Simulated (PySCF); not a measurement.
Numbering as in the mapped SMILES `[CH2:1]=[C:2]([CH3:3])[n:4]1[cH:5][cH:6][cH:7][cH:8]1`. Hydrogens are named by the atom that carries them. Ha(C1) is cis to C3; Hb(C1) is trans to C3.

GIAO PBE0/pcSseg-1 shifts (PySCF 2.14, gas phase, non-relativistic, equivalent atoms averaged), each against references optimised in the same way as the molecule (TMS, NH3).

On the GFN2-xTB geometry: C2 145.8, C5/C8 120.1, C6/C7 116.8, C1 97.9, C3 23.2, N4 207.7, H(C5)/H(C8) 7.02, H(C6)/H(C7) 6.45, Hb(C1) 5.15, Ha(C1) 4.68, H(C3) 2.25 ppm.

Q: What changes on the PBE0-D3(BJ)/def2-SVP geometry?

A: 
```
      atoms  δ (ppm)  change
         C2    145.9    +0.1
      C5/C8    120.2    +0.1
      C6/C7    116.1    -0.7
         C1     98.4    +0.5
         C3     22.2    -1.0
         N4    211.3    +3.6
H(C5)/H(C8)     6.96   -0.06
H(C6)/H(C7)     6.32   -0.13
     Hb(C1)     5.16   +0.01
     Ha(C1)     4.61   -0.07
      H(C3)     2.13   -0.12
```

Bonds between heavy atoms that differ most (equivalent bonds averaged): C2–N4 1.397 → 1.410 Å, C6–C7 1.412 → 1.425 Å, C1–C2 1.330 → 1.340 Å, N4–C5 1.370 → 1.380 Å, C5–C6 1.363 → 1.373 Å. Mean change of bonds to hydrogen: C–H +0.014 Å.
